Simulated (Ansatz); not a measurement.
`[CH3][Sn]([F])([F])[SH]` → `CF` + `[F][Sn][SH]`  (stannylene formation by 1,1-elimination)

Gas-phase electronic energies from Ansatz, PBE0-D4/def2-TZVP geometries. CBS: MP2 limit from def2 TZ/QZ plus the TZ coupled-cluster correction, frozen cores. This one scheme is used for every species. DFT in def2-TZVPP. Elements past krypton have def2 core potentials. For Sn outer-core shells are correlated without core-valence functions, which leaves a few kJ/mol of doubt a bond. Each species was taken in one conformer, which may not be the lowest.

`[CH3][Sn]([F])([F])[SH]`:

Z-matrix (Å, degrees):
```
C
Sn 1 2.110
H 1 1.089 2 109.3
H 1 1.089 2 107.9 3 119.7
H 1 1.089 2 109.3 3 -120.7
F 2 1.912 1 109.8 3 -175.6
F 2 1.912 1 109.9 3 -65.7
S 2 2.368 1 119.3 3 59.3
H 8 1.345 2 91.6 1 -179.8
```

`CF`:

Cartesian coordinates in Å:
```
C 0.050 0.005 -0.035
F -1.072 -0.098 0.756
H 0.893 -0.460 0.481
H 0.262 1.060 -0.219
H -0.133 -0.507 -0.983
```

`[F][Sn][SH]`:

Z-matrix (Å, degrees):
```
Sn
F 1 1.948
S 1 2.426 2 94.0
H 3 1.346 1 90.4 2 0.0
```

```tsv
level	ΔE (kJ/mol)	difference from CCSD(T)/CBS
PBE	87.1	-37.0
BLYP	58.5	-65.6
PBE0	101.5	-22.6
r2SCAN0	115.7	-8.4
CAM-B3LYP	95.5	-28.6
HF/def2-SVP	76.2	-47.9
CCSD(T)/def2-SVP	101.9	-22.2
CCSD/def2-TZVPP	114.6	-9.5
MP2/def2-QZVPP	128.0	3.9
SCS-MP2/def2-QZVPP	117.6	-6.5
CCSD(T)/CBS	124.1	0
```

Largest T1 diagnostic among the species: 0.016.

From BLYP to BHLYP (50 % exact exchange), in def2-TZVPP and without D4, ΔE moves by +34.3 kJ/mol. At CCSD(T), def2-SVP lies −22.2 kJ/mol from the extrapolated value and def2-TZVPP −5.2 kJ/mol. In def2-TZVPP, CCSD(T) changes the Hartree–Fock value by +23.3 kJ/mol (the triples alone add +4.3 kJ/mol) and MP2 by +28.4 kJ/mol.
